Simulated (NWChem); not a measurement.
Molecule: LiOH; SMILES [Li][OH]

```xyz
3

Li    -0.7681    -0.7187    -0.6607
O      0.1917     0.1794     0.1649
H      0.7808     0.7305     0.6716
```
Atoms are numbered in this order, from 1.

The geometry was optimised at PBE0/def2-SVP.

Problem. List the 4 lowest vertical singlet excitations from PBE/def2-SVP, TDA (NWChem).

Solution. 
```json
[
 {"state": "S1", "energy (eV)": "2.93", "oscillator strength": "0.029", "leading excitation (squared amplitude)": "HOMO → LUMO (1.00)"},
 {"state": "S2", "energy (eV)": "2.93", "oscillator strength": "0.029", "leading excitation (squared amplitude)": "HOMO−1 → LUMO (1.00)"},
 {"state": "S3", "energy (eV)": "5.56", "oscillator strength": "0.003", "leading excitation (squared amplitude)": "HOMO → LUMO+1 (1.00)"},
 {"state": "S4", "energy (eV)": "5.56", "oscillator strength": "0.003", "leading excitation (squared amplitude)": "HOMO−1 → LUMO+1 (1.00)"}
]
```
